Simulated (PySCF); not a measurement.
PySCF 2.14 output of an unrestricted r2SCANh calculation on a single atom or ion in aug-cc-pV(D+d)Z (5s4p3d, 32 functions), with the non-relativistic Hamiltonian (point nucleus):

```
SCF conv_tol = 1e-09
number electrons alpha = 8  beta = 5
    M. Bursch, H. Neugebauer, S. Ehlert, and S. Grimme.,  J. Chem. Phys. 156, 134105 (2022)
cycle= 1 E= -242.056455145384  delta_E= -0.00141  |g|= 0.00567  |ddm|= 0.302
cycle= 2 E= -242.056526267037  delta_E= -7.11e-05  |g|= 0.00146  |ddm|= 0.0754
cycle= 3 E= -242.056545670439  delta_E= -1.94e-05  |g|= 0.000736  |ddm|= 0.0297
cycle= 4 E= -242.056554673075  delta_E= -9e-06  |g|= 0.000136  |ddm|= 0.0345
cycle= 5 E= -242.056554907346  delta_E= -2.34e-07  |g|= 2.17e-05  |ddm|= 0.00686
cycle= 6 E= -242.056554909887  delta_E= -2.54e-09  |g|= 2.91e-06  |ddm|= 0.0012
cycle= 7 E= -242.056554909997  delta_E= -1.1e-10  |g|= 5.39e-08  |ddm|= 0.000164
converged SCF energy = -242.056554909997  <S^2> = 3.7500478  2S+1 = 4.0000239
```

The run itself started from symmetry-adapted Hartree-Fock orbitals and held the occupation by maximum overlap, on a logarithmic radial grid, so the iterations belong to that start.

Problem. Which element, charge and spin multiplicity is this?

Solution. Al (aluminium, neutral), multiplicity 4; the state was [Ne] 3s1 3p1 4s1, high-spin 4P determinant (an excited configuration).

The outer electron is Rydberg-like, and this basis confines it to a smaller radius and binds it less than a complete one would.
